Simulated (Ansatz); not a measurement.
Geometry optimisation, RKS r2SCAN/def2-SVP (Ansatz).

Input file:

```yaml
crystal:
  periodic: [false, false, false]
  atoms:
    - { symbol: C, position_ang: [-1.2426, -0.591, 0.9088] }
    - { symbol: B, position_ang: [0.0034, -0.1635, 0.0614] }
    - { symbol: C, position_ang: [-0.11585, -0.14387, -1.49664] }
    - { symbol: Si, position_ang: [1.7241, 0.34243, 0.83572] }
    - { symbol: Cl, position_ang: [2.41635, -1.2248, 2.02931] }
    - { symbol: H, position_ang: [-2.1223, -0.762, 0.1981] }
    - { symbol: H, position_ang: [-1.0694, -1.4298, 1.5397] }
    - { symbol: H, position_ang: [-1.5434, 0.3257, 1.5353] }
    - { symbol: H, position_ang: [0.08288, 0.81831, -1.90515] }
    - { symbol: H, position_ang: [0.63583, -0.87901, -1.95599] }
    - { symbol: H, position_ang: [-1.13391, -0.49872, -1.83877] }
    - { symbol: H, position_ang: [2.66757, 0.68512, -0.1577] }
    - { symbol: H, position_ang: [1.45465, 1.52501, 1.82528] }
basis:
  gaussian: { orbitals: def2-SVP }
hamiltonian:
  xc: r2scan
relax:
  f_tol: 0.015
  max_steps: 40
output:
  orbitals: {}
```

Command:

```bash
$ ansatz run input.yaml --threads 2 --pin off --max-ram 3072MiB --backend cpu --events-out ev --progress --plain --runs-dir out
```

Where does it end, and by what steps?

The forces met the threshold. After 21 steps the energy has fallen by 0.512 eV; Cl5 moved furthest, 1.13 Å.

```
step  energy less start (eV)  largest force component (eV/Å)  accepted
   0                  0.0000                           2.435       yes
   1                 -0.3932                           0.673       yes
   2                 -0.4462                           0.331       yes
   3                 -0.4583                           0.217       yes
   4                 -0.4654                           0.159       yes
   5                 -0.4758                           0.241       yes
   6                 -0.4820                           0.118       yes
   7                 -0.4792                           0.286        no
   8                 -0.4873                           0.071       yes
   9                 -0.4905                           0.083       yes
  10                 -0.4945                           0.108       yes
  11                 -0.4983                           0.151       yes
  12                 -0.5017                           0.205       yes
  13                 -0.5041                           0.223       yes
  14                 -0.5092                           0.064       yes
  15                 -0.5048                           0.276        no
  16                 -0.5103                           0.026       yes
  17                 -0.5114                           0.046       yes
  18                 -0.5118                           0.060       yes
  19                 -0.5121                           0.031       yes
  20                 -0.5123                           0.018       yes
  21                 -0.5123                           0.010       yes
```

```xyz
13
Properties=species:S:1:pos:R:3
C -1.136 -0.924 0.835
B -0.038 -0.198 -0.001
C -0.254 0.172 -1.508
Si 1.722 0.321 0.872
Cl 1.925 -0.531 2.776
H -1.913 -1.436 0.243
H -0.752 -1.585 1.628
H -1.648 -0.099 1.376
H 0.345 1.007 -1.904
H 0.085 -0.732 -2.058
H -1.313 0.309 -1.785
H 2.911 -0.106 0.068
H 1.824 1.806 1.039
```

Whether the end is a true minimum wasn't checked by a vibrational analysis.

The run took 120 s on 2 threads of Arm Neoverse V1, with other jobs on the host, peak memory 0.18 GiB.
